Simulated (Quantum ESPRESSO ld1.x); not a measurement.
Problem. The mean radii <r> (bohr) of the occupied orbitals of an atom or ion are listed with their occupations. Calculated with ld1.x of Quantum ESPRESSO 7.5: non-relativistic Kohn-Sham, LDA (Slater exchange, Perdew-Zunger correlation), spin-polarised, spherical densities, point nucleus.

| orbital | occ. | <r> |
|---|---|---|
| 1s up | 1 | 0.5098 |

Name the element and its charge. Open shells, if any, are filled with parallel spins first.

Solution. Z = 3, lithium, charge +2: Li2+ in 1s1. The 1s radius gives Z: for a bare nucleus <r> = 1.5/Z, 0.5 bohr for Z = 3, and the self-interaction of the functional makes it slightly larger (0.5098 here). The occupations add up to 1, and the charge is Z minus that.
